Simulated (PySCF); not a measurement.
Compound: C7H7BCl2.
Atom-mapped SMILES: `[Cl:1][B:2]([Cl:3])[C@H:4]1[C@H:5]2[CH:6]=[CH:7][C@@H:8]1[CH:9]=[CH:10]2` (hydrogens: H11 on C4; H12 on C5; H13 on C6; H14 on C7; H15 on C8; H16 on C9; H17 on C10)

Geometry (PBE0-D3(BJ)/def2-SVP, Å), atoms numbered from 1 in this order:
```xyz
17
C7H7BCl2 angstrom
Cl     4.0152    0.1521    2.1907
B      3.1953   -0.5865    0.8262
Cl     3.7897   -2.1362    0.2585
C      2.0369    0.1692    0.0840
C      0.9215   -0.7434   -0.4950
C      0.4304   -1.3340    0.8363
C      0.4969   -0.3549    1.7467
C      1.0321    0.8923    1.0249
C     -0.0179    1.3108   -0.0093
C     -0.0837    0.3331   -0.9180
H      2.4530    0.8554   -0.6771
H      1.2138   -1.4724   -1.2607
H      0.0469   -2.3466    0.9652
H      0.1778   -0.3838    2.7891
H      1.4304    1.6844    1.6706
H     -0.6253    2.2146    0.0513
H     -0.7574    0.2537   -1.7720
```

Linear response at PBE0/def2-SVPD (PySCF, frozen core in the response, non-relativistic).

Static isotropic polarisability: 110.03 au (16.30 Å³), principal values 92.3, 118.3, 119.4 au.

(1) What is the polarisability at 1064 nm and at the sodium D line?

(2) What is the isotropic C6 coefficient between two such molecules, C6 = (3/π)∫α(iω)² dω?

(3) Which effective excitation energy ω̄ makes London's formula C6 = (3/4)α²ω̄ exact here?

(4) The lowest 6 singlets have (eV, f): 4.45, 0.022; 4.91, 0.000; 5.20, 0.006; 5.68, 0.011; 6.00, 0.000; 6.12, 0.001. What share of the static polarisability do they carry in the sum over states α = Σ f/ω²?

(5) What three-body coefficient follows from the one-pole estimate C9 = (3/4)·α·C6?

(6) What n − 1 at the D line would an ideal gas of it have at 273.15 K and 1 atm (2.6868 × 10¹⁹ cm⁻³), by n − 1 = 2π·N·α′?

(7) What molar refraction at the D line follows from R = (4π/3)·N_A·α′, with α′ the polarisability volume?

Results:

(1) 110.99 au at 1064 nm (+0.9 %), 113.30 au at 589.3 nm (+3.0 %). The rise at 589.3 nm is 3.40 times that at 1064 nm; a pure ω² law gives 3.26. The lowest singlet lies at 278 nm, shorter than both wavelengths.

(2) 4991 au (Eh·bohr⁶) by a ten-point quadrature over imaginary frequencies, which is 2980 eV·Å⁶ or 288 J·nm⁶/mol.

(3) ω̄ = 4·C6/(3α²) = 0.550 Eh = 15.0 eV. A one-pole form α(ω) = α/(1 − ω²/ω̄²) fitted to the 1064 nm value gives 12.5 eV.

(4) 1.27 au, 1.2 % of α; the largest term, 0.82 au, is that of the state at 4.45 eV. Their oscillator strengths add up to 0.04. Higher states carry the rest.

(5) 412000 au. This is an estimate from the two numbers above, not a computed integral.

(6) 28.34 × 10⁻⁴, a formal value whether or not that pressure can be reached.

(7) α′ = 16.79 Å³ gives R = 42.35 cm³/mol, for isolated, non-vibrating species.

One conformer stands for the species.
